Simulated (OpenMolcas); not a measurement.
Pm3+ among 7 point charges of -1 e arranged as a pentagonal bipyramid (D5h). The axial distance is 1.13 times the equatorial one, R.

```
Program             : OpenMolcas 26.06
Method              : CASSCF
Basis               : ANO-RCC-VDZP [7s6p4d2f1g]
Scalar Hamiltonian  : DKH2, point nucleus
Active space        : 4 electrons in 7 orbitals (4f)
State averaging     : 2S+1 = 5 even, 35 roots (32 in the spin-orbit step); 2S+1 = 3 even, 117 roots kept (CI in the orbitals of an earlier block, 106 in the spin-orbit step); 2S+1 = 1 even, 75 roots kept (CI in the orbitals of an earlier block, 31 in the spin-orbit step)
Spin-orbit coupling : state interaction with AMFI integrals over the reference wave functions
```

All point charges move together. At R = 2.62 Å the width of the lowest J multiplet is 231 cm-1, and at R = 2.81 Å it is 187 cm-1.

A third run gives 140 cm-1. What distance was it run at?

With a power law R^-n the two known points give n = -ln(187 / 231) / ln(2.81 / 2.62) = 3.02. Then R = 2.62 × (231 / 140)^(1/3.02) = 3.093 Å. The run was at 3.1 Å, so the estimate is off by -0.007 Å.

High states are left out of the spin-orbit mixing, which shifts the levels that they would mix with. This is an electrostatic model: the charges have no orbitals. An unlabelled pair can be two single states that coincide in this model. No measured value stands beside these numbers.
